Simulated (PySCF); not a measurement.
C₃H₅ClOSi, SMILES C1[Si@@H](Cl)OC=C1.

The structure is a stationary point at B3LYP-D3(BJ)/def2-SVP. The structure was generated by enumeration; whether it is a known compound was not checked. Other conformers were not sampled.

Two levels are set side by side: PBE/def2-TZVP (PySCF) and CAM-B3LYP/def2-TZVP (PySCF). Same geometry, gas phase. Differences are taken from unrounded values.

```csv
quantity,CAM-B3LYP,PBE,PBE minus CAM-B3LYP
orbital gap (eV),9.53,4.90,-4.63
highest occupied level (eV),-8.13,-5.62,2.50
lowest empty level (eV),1.41,-0.72,-2.13
dipole moment (D),2.03,1.87,-0.16
mean polarisability (bohr³),68.7,71.8,3.1
```

PBE's occupied levels lie high since its potential decays too fast outside the molecule; exact exchange lowers them and widens the gap. PBE's more diffuse valence density responds more strongly to a field. Differences between two approximate levels are no errors against the true value.

Rough cost on one machine, each run with all the roots and properties that it gave: CAM-B3LYP against PBE within a factor of 2.
